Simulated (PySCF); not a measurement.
C4H5ClGe.
Numbering: `[Cl:1][C:2]1=[CH:3][GeH2:4][CH:5]=[CH:6]1` (hydrogens: H7 on C3; H8, H9 on Ge4; H10 on C5; H11 on C6)

Level of theory: PBE0-D3(BJ)/def2-SVP geometry optimisation, gas phase (PySCF).

**Question.** Give the optimised bond lengths and angles.

**Answer.** 
| bond | length (Å) | order |
| --- | --- | --- |
| Cl1–C2 | 1.733 | single |
| C2=C3 | 1.345 | double |
| C3–Ge4 | 1.942 | single |
| Ge4–C5 | 1.947 | single |
| C5=C6 | 1.344 | double |
| C2–C6 | 1.483 | single |
| C3–H7 | 1.090 | single |
| Ge4–H8, Ge4–H9 | 1.538 | single |
| C5–H10 | 1.091 | single |
| C6–H11 | 1.094 | single |

Bonds in one row agree within 0.01 Å and their mean is given. Orders are formal, as drawn. A selection of angles:
| angle | degrees |
| --- | --- |
| Cl1–C2–C3 | 123.9 |
| Cl1–C2–C6 | 116.6 |
| C3–C2–C6 | 119.4 |
| C2–C3–Ge4 | 106.2 |
| C2–C3–H7 | 123.1 |
| Ge4–C3–H7 | 130.8 |
| C3–Ge4–C5 | 90.1 |
| C3–Ge4–H8 | 113.9 |
| C5–Ge4–H8 | 113.9 |
| H8–Ge4–H9 | 109.5 |
| Ge4–C5–C6 | 107.4 |
| Ge4–C5–H10 | 129.9 |
| C6–C5–H10 | 122.7 |
| C5–C6–H11 | 124.6 |
| C2–C6–C5 | 116.9 |
| C2–C6–H11 | 118.5 |

Dihedral angles: Cl1–C2–C3–Ge4 180° (antiperiplanar); C2–C3–Ge4–C5 0° (synperiplanar); C3–Ge4–C5–C6 0° (synperiplanar); Ge4–C5–C6–C2 0° (synperiplanar); Cl1–C2–C6–C5 180° (antiperiplanar).

The 3 C–C bonds span 1.344 Å (C5=C6, drawn double) to 1.483 Å (C2–C6, drawn single), a spread of 0.139 Å. The 6 heavy atoms lie in one plane (0.001 Å rms). Ge4 (germanium bonded to 2 C and 2 H) has angles from 90.1° to 114.4°. The 5-membered ring C2–C3–Ge4–C5–C6 has internal angles of 90.1° to 119.4°; it is planar, 0.00 Å rms from its mean plane, widest ring torsion 0°.

Point group: Cs (every atom within 0.08 Å of its image). No frequency check.

Time: 70 s of wall time; peak memory 0.51 GiB. Hardware: one thread of an Arm Neoverse N1, no GPU, shared host with 64 logical CPUs at a one-minute load of 61. This is the geometry optimisation.
